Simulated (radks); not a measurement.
Results of a calculation; reference values are marked as such.
Charge is removed step by step from the 1s down level of Hg, starting from 1s(up 1, down 1) 2s2 2p6 3s2 3p6 3d10 4s2 4p6 4d10 4f14 5s2 5p6 5d10 6s2. Code: a radial shooting solver on a logarithmic mesh with Libxc functionals. Model: scalar-relativistic Kohn-Sham, PBEsol, spin-polarised, spherical densities, finite nucleus; Fermi nuclear charge, rms radius 5.4648 fm.

| removed (e) | E - E(0) (eV) | eigenvalue (eV) | E minus straight line (eV) |
|---|---|---|---|
| 0 | 0.000 | -83107 | 0.000 |
| 0.125 | 10386.0 | -83246 | -57.665 |
| 0.25 | 20789 | -83384 | -97.963 |
| 0.375 | 31210 | -83518 | -121.188 |
| 0.5 | 41647 | -83649 | -127.710 |
| 0.625 | 52101 | -83775 | -118.012 |
| 0.75 | 62570 | -83895 | -92.750 |
| 0.875 | 73053 | -84002 | -52.886 |
| 1 | 83550 | -84088 | 0.000 |

Removing the whole electron costs 83550 eV by Delta-SCF, against 83107 eV from minus the eigenvalue at the starting occupation. Slater's transition state (half an electron removed) gives 83649 eV. Integrating minus the eigenvalue over the occupation (Janak's theorem) gives 83634 eV. In this scalar-relativistic scheme the density is built from large components alone, so the theorem holds only approximately. The mean slope of the eigenvalue, de/dn, is 982 eV per electron.
